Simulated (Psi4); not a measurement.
aminoborane (H4BN), singlet, at a GFN2-xTB geometry. Base run: Psi4 with CCSD(T)/6-311G**.

The Psi4 input:
```
memory 2 GB

molecule mol {
0 1
B    -0.773072    0.038104   -0.006109
N     0.602765   -0.029710    0.004763
H    -1.389463   -0.957864   -0.026227
H    -1.288779    1.089872    0.005064
H     1.203192    0.777969    0.021946
H     1.121057   -0.892529   -0.003580
}

set {
  basis 6-311g**
  reference rhf
}

energy('ccsd(t)')
print_variables()
```

Each row names what was changed in the base input (with any setting that the change needs).

| change | ΔE vs base (kcal/mol) | MP2 correlation (Eh) | CC correlation without the perturbative part (Eh) | basis functions |
|---|---|---|---|---|
| base | 0.000 | -0.31741 | -0.34463 | 60 |
| method = mp4 | [?] | -0.31741 | - | 60 |
| method = cepa(1) | [?] | -0.31741 | - | 60 |
| method = fno-ccsd(t) | 0.000 | -0.31741 | -0.34463 | 60 |
| method = mp2.5 | 15.94 | -0.31737 | - | 60 |
| cc_type = df | 0.018 | -0.31737 | -0.34462 | 60 |
| method = mp2 | 22.84 | -0.31737 | - | 60 |
| method = dlpno-mp2 | 22.87 | -0.31731 | - | 60 |
| puream = on | 0.000 | -0.31741 | -0.34463 | 60 |
| puream = off | [?] | [?] | [?] | [?] |

Q: What belongs in the gaps?

A: 
- method = mp4, ΔE vs base (kcal/mol): 0.69
- method = cepa(1), ΔE vs base (kcal/mol): 4.32
- puream = off, ΔE vs base (kcal/mol): -3.16
- puream = off, MP2 correlation (Eh): -0.32215
- puream = off, CC correlation without the perturbative part (Eh): -0.34900
- puream = off, basis functions: 62
